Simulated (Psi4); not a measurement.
Br₂Zn, singlet, geometry from GFN2-xTB (such geometries of metal compounds can be far from the true shape); Psi4 1.11 with REVPBE/cc-pVDZ.

Psi4 was given this input:
```
memory 2 GB

molecule {
0 1
Zn   -0.00812161   -0.01195013   -0.01326557
Br   -0.24664341    1.76351145   -1.42520509
Br    0.25360479   -1.75326848    1.43657557
}

set {
  basis cc-pvdz
}

energy('revpbe')
print_variables()
```

Task: Predict the main parts of the log of this Psi4 run.

Result: 
```
   => Loading Basis Set <=

    Name: CC-PVDZ
    Role: ORBITAL
    Keyword: BASIS

         ---------------------------------------------------------
                                   SCF
               by Justin Turney, Rob Parrish, Andy Simmonett
                          and Daniel G. A. Smith
                              RKS Reference
         ---------------------------------------------------------

  ==> Geometry <==

    Molecular point group: cs
    Full point group: Cs

    Geometry (in Angstrom), charge = 0, multiplicity = 1:

       Center              X                  Y                   Z               Mass
    ------------   -----------------  -----------------  -----------------  -----------------
         ZN           0.015647460904    -0.012365160566     0.000000000000    63.929142010000
         BR           1.407770852854     1.794489050723     0.000000000000    78.918337600000
         BR          -1.420446344769    -1.784472442038     0.000000000000    78.918337600000

  Running in cs symmetry.

  Rotational constants: A =    471.85811  B =      0.02053  C =      0.02053 [cm^-1]
  Rotational constants: A = 14145950.15170  B =    615.52198  C =    615.49519 [MHz]
  Nuclear repulsion =  629.307127396762098

  Charge       = 0
  Multiplicity = 1
  Electrons    = 100
  Nalpha       = 50
  Nbeta        = 50

  ==> Algorithm <==

  SCF Algorithm Type is DF.
  DIIS enabled.
  MOM disabled.
  Fractional occupation disabled.
  Guess Type is SAD.
  Energy threshold   = 1.00e-06
  Density threshold  = 1.00e-06
  Integral threshold = 1.00e-12

  ==> Primary Basis <==

  Basis Set: CC-PVDZ
    Blend: CC-PVDZ
    Number of shells: 37
    Number of basis functions: 97
    Number of Cartesian functions: 107
    Spherical Harmonics?: true
    Max angular momentum: 3

  ==> DFT Potential <==

   => LibXC <=

    Version 7.1.2
    S. Lehtola, C. Steigemann, M. J. T. Oliveira, and M. A. L. Marques,  SoftwareX 7, 1–5 (2018) (10.1016/j.softx.2017.11.002)

   => Composite Functional: REVPBE <=

    revPBE GGA Exchange-Correlation Functional

    Y. Zhang and W. Yang, Phys. Rev. Lett. 80, 890, 1998

    Deriv               =              1
    GGA                 =           TRUE
    Meta                =          FALSE

    Exchange Hybrid     =          FALSE
    MP2 Hybrid          =          FALSE

   => Exchange Functionals <=

    1.0000   XC_GGA_X_PBE_R

   => Correlation Functionals <=

    1.0000     XC_GGA_C_PBE

   => LibXC Density Thresholds  <==

    XC_GGA_C_PBE:  1.00E-12
    XC_GGA_X_PBE_R:  1.00E-15

   => Molecular Quadrature <=

    Radial Scheme          =       TREUTLER
    Pruning Scheme         =           NONE
    Nuclear Scheme         =       TREUTLER

    Blocking Scheme        =         OCTREE
    BS radius alpha        =              1
    Pruning alpha          =              1
    Radial Points          =             75
    Spherical Points       =            302
    Total Points           =          64686
    Total Blocks           =            582
    Max Points             =            256
    Max Functions          =             97
    Weights Tolerance      =       1.00E-15

   => Loading Basis Set <=

    Name: (CC-PVDZ AUX)
    Role: JKFIT
    Keyword: DF_BASIS_SCF

  ==> Integral Setup <==

  SCF_SUBTYPE=INCORE selected. In-core MEM_DF algorithm will be used.
  Using in-core AOs.

  ==> MemDFJK: Density-Fitted J/K Matrices <==

    J tasked:                   Yes
    K tasked:                    No
    wK tasked:                   No
    Algorithm:                 Core
    Schwarz Cutoff:           1E-12
    Mask sparsity (%):       2.2744
    Fitting Condition:        1E-10

   => Auxiliary Basis Set <=

  Basis Set: (CC-PVDZ AUX)
    Blend: CC-PVDZ-JKFIT + DEF2-UNIVERSAL-JKFIT
    Number of shells: 152
    Number of basis functions: 606
    Number of Cartesian functions: 795
    Spherical Harmonics?: true
    Max angular momentum: 6

  Minimum eigenvalue in the overlap matrix is 2.7326968240E-03.
  Reciprocal condition number of the overlap matrix is 7.4656736495E-04.
    Using symmetric orthogonalization.

  ==> Pre-Iterations <==

  SCF Guess: Superposition of Atomic Densities via on-the-fly atomic UHF (no occupation information).

   -------------------------
    Irrep   Nso     Nmo
   -------------------------
     A'        67      67
     A"        30      30
   -------------------------
    Total      97      97
   -------------------------

  ==> Iterations <==

                           Total Energy        Delta E     RMS |[F,P]|

   @DF-RKS iter SAD: -6921.99703163098184   -6.92200e+03   0.00000e+00
    Occupation by irrep:
             Ap   App
    DOCC [    37,   13 ]
    NA   [    37,   13 ]
    NB   [    37,   13 ]

   @DF-RKS iter   1: -6924.05025882305381   -2.05323e+00   5.72123e-02 DIIS/ADIIS
    Occupation by irrep:
             Ap   App
    DOCC [    36,   14 ]
    NA   [    36,   14 ]
    NB   [    36,   14 ]

   @DF-RKS iter   2: -6877.18764791649392    4.68626e+01   1.27337e-01 ADIIS
   @DF-RKS iter   3: -6924.98996962583078   -4.78023e+01   5.41727e-02 DIIS/ADIIS
   @DF-RKS iter   4: -6927.17138864183198   -2.18142e+00   8.17191e-03 DIIS/ADIIS
   @DF-RKS iter   5: -6927.18294236478050   -1.15537e-02   4.17183e-03 DIIS/ADIIS
   @DF-RKS iter   6: -6927.24269933739106   -5.97570e-02   1.26446e-03 DIIS/ADIIS
   @DF-RKS iter   7: -6927.24599756631142   -3.29823e-03   1.55234e-04 DIIS/ADIIS
   @DF-RKS iter   8: -6927.24607319152346   -7.56252e-05   4.33306e-05 DIIS
   @DF-RKS iter   9: -6927.24607597373415   -2.78221e-06   2.73987e-06 DIIS
   @DF-RKS iter  10: -6927.24607599913452   -2.54004e-08   6.82164e-07 DIIS
  Energy and wave function converged.

  ==> Post-Iterations <==

   Electrons on quadrature grid:
      Ntotal   =  100.0000054971 ; deviation = 5.497e-06

    Orbital Energies [Eh]
    ---------------------

    Doubly Occupied:

       1Ap  -481.059307     2Ap  -481.059307     3Ap  -345.779849
       4Ap   -61.845437     5Ap   -61.845437     6Ap   -55.750931
       7Ap   -55.750930     1App  -55.748601     8Ap   -55.748601
       2App  -55.748600     9Ap   -55.748600    10Ap   -41.714066
       3App  -36.773533    11Ap   -36.773533    12Ap   -36.771472
      13Ap    -8.430104    14Ap    -8.430035    15Ap    -6.302331
      16Ap    -6.302318     4App   -6.293722    17Ap    -6.293721
       5App   -6.293717    18Ap    -6.293716    19Ap    -4.684303
       6App   -3.115381    20Ap    -3.115380    21Ap    -3.112261
      22Ap    -2.499066    23Ap    -2.499048     7App   -2.496730
       8App   -2.496728    24Ap    -2.496727    25Ap    -2.496726
       9App   -2.490376    10App   -2.490376    26Ap    -2.490336
      27Ap    -2.490336    28Ap    -0.706671    29Ap    -0.698064
      30Ap    -0.480525    31Ap    -0.475730    11App   -0.475729
      12App   -0.473389    32Ap    -0.473378    33Ap    -0.349931
      34Ap    -0.316244    13App   -0.274761    35Ap    -0.274759
      14App   -0.262233    36Ap    -0.262231

    Virtual:

      37Ap    -0.104177    15App   -0.044942    38Ap    -0.044870
      39Ap     0.033631    40Ap     0.048688    16App    0.115641
      41Ap     0.115644    42Ap     0.178235    17App    0.338668
      43Ap     0.338704    44Ap     0.371639    18App    0.428950
      45Ap     0.428954    46Ap     0.481053    19App    0.487171
      47Ap     0.487203    48Ap     0.509911    20App    0.510630
      49Ap     0.510633    21App    0.513546    50Ap     0.513870
      22App    0.559838    51Ap     0.559842    52Ap     0.595446
      23App    0.595494    53Ap     0.636325    54Ap     0.745995
      55Ap     0.830448    24App    0.830525    56Ap     1.019785
      57Ap     1.039530    25App    1.074958    58Ap     1.075020
      59Ap     1.210763    60Ap     1.636999    61Ap     3.379223
      26App    3.379224    27App    3.509097    62Ap     3.509295
      63Ap     3.923207    64Ap     5.223847    28App    5.223847
      29App    5.226760    65Ap     5.226850    30App    5.234235
      66Ap     5.234322    67Ap     5.286409

    Final Occupation by Irrep:
             Ap   App
    DOCC [    36,   14 ]
    NA   [    36,   14 ]
    NB   [    36,   14 ]

  @DF-RKS Final Energy: -6927.24607599913452

   => Energetics <=

    Nuclear Repulsion Energy =            629.3071273967620982
    One-Electron Energy =              -10901.1897628490369243
    Two-Electron Energy =                3597.8185562887479136
    DFT Exchange-Correlation Energy =    -253.1819968356077766
    Empirical Dispersion Energy =           0.0000000000000000
    VV10 Nonlocal Energy =                  0.0000000000000000
    Total Energy =                      -6927.2460759991345185

Computation Completed

Properties will be evaluated at   0.000000,   0.000000,   0.000000 [a0]

Properties computed using the SCF density matrix

 Multipole Moments:

 ------------------------------------------------------------------------------------
     Multipole            Electronic (a.u.)      Nuclear  (a.u.)        Total (a.u.)
 ------------------------------------------------------------------------------------

 L = 1.  Multiply by 2.5417464519 to convert [e a0] to [Debye]
 Dipole X            :         -0.0276377            0.0487202            0.0210825
 Dipole Y            :          0.0218403           -0.0385004           -0.0166601
 Dipole Z            :          0.0000000            0.0000000            0.0000000
 Magnitude           :                                                    0.0268706

 ------------------------------------------------------------------------------------

  Variable Map:
  ----------------------------------------------------------------------------
  "CURRENT ENERGY"              =>   -6927.246075999135
  "CURRENT REFERENCE ENERGY"    =>   -6927.246075999135
  "DD SOLVATION ENERGY"         =>       0.000000000000
  "DFT FUNCTIONAL TOTAL ENERGY" =>   -6927.246075999135
  "DFT TOTAL ENERGY"            =>   -6927.246075999135
  "DFT VV10 ENERGY"             =>       0.000000000000
  "DFT XC ENERGY"               =>    -253.181996835608
  "GRID ELECTRONS ALPHA"        =>      50.000002748568
  "GRID ELECTRONS BETA"         =>      50.000002748568
  "GRID ELECTRONS TOTAL"        =>     100.000005497136
  "NUCLEAR REPULSION ENERGY"    =>     629.307127396762
  "ONE-ELECTRON ENERGY"         =>  -10901.189762849037
  "PCM POLARIZATION ENERGY"     =>       0.000000000000
  "PE ENERGY"                   =>       0.000000000000
  "SCF ITERATION ENERGY"        =>   -6927.246075999135
  "SCF ITERATIONS"              =>      10.000000000000
  "SCF TOTAL ENERGY"            =>   -6927.246075999135
  "TWO-ELECTRON ENERGY"         =>    3597.818556288748
  "XC GRID RADIAL POINTS"       =>      75.000000000000
  "XC GRID SPHERICAL POINTS"    =>     302.000000000000
  "XC GRID TOTAL POINTS"        =>   64686.000000000000

  Array Variable Map:
  ----------------------------------------------------------------------------
  "CURRENT DIPOLE"              =>       0.021082457863 ... 0.000000000000 1 by 3
  "SCF DIPOLE"                  =>       0.021082457863 ... 0.000000000000 1 by 3
  "SCF TOTAL ENERGIES"          =>   -6921.997031630982 ... -6927.246075999135 1 by 11
```
